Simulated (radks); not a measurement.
Values are calculated unless marked as measured or tabulated.
Zr2+, configuration [Kr] 4d2. Level of theory: scalar-relativistic Kohn-Sham, r2SCAN, spin-polarised, spherical densities, finite nucleus; open shells are filled with parallel spins first (spin-orbit coupling, left out, can overturn this in heavy ions); meta-GGA in the generalised Kohn-Sham scheme; Fermi nuclear charge, rms radius 4.2694 fm (a radial shooting solver on a logarithmic mesh with Libxc functionals).

Normalised radial functions P(r) = r R(r), r in bohr:

r         4s down  4d down
0.00217    0.0594   0.0000
0.002848   0.0748   0.0000
0.003769   0.0940   0.0000
0.004947   0.1159   0.0000
0.006493   0.1404   0.0001
0.008523   0.1662   0.0002
0.01119    0.1902   0.0005
0.01468    0.2077   0.0010
0.01943    0.2107   0.0022
0.0255     0.1889   0.0047
0.03347    0.1316   0.0094
0.04394    0.0321   0.0186
0.05767   -0.1045   0.0353
0.0757    -0.2499   0.0641
0.1002    -0.3478   0.1112
0.1315    -0.3160   0.1760
0.1726    -0.1115   0.2530
0.2265     0.2201   0.3217
0.2973     0.5049   0.3459
0.3902     0.5140   0.2838
0.5122     0.1436   0.1117
0.6777    -0.4674  -0.1607
0.8896    -0.9442  -0.4552
1.168     -1.0337  -0.6804
1.533     -0.7634  -0.7613
2.012     -0.3908  -0.6768
2.641     -0.1339  -0.4860
3.494     -0.0262  -0.2853
4.586     -0.0028  -0.1312
6.019     -0.0001  -0.0429

4s down: eigenvalue -69.711 eV, 3 radial nodes at r = 0.0471, 0.190, 0.549 bohr, <r> = 1.21 bohr, 90 % of the charge inside 1.77 bohr. 4d down (empty): eigenvalue -15.299 eV, 1 radial node at r = 0.580 bohr, <r> = 1.95 bohr, 90 % of the charge inside 3.09 bohr.
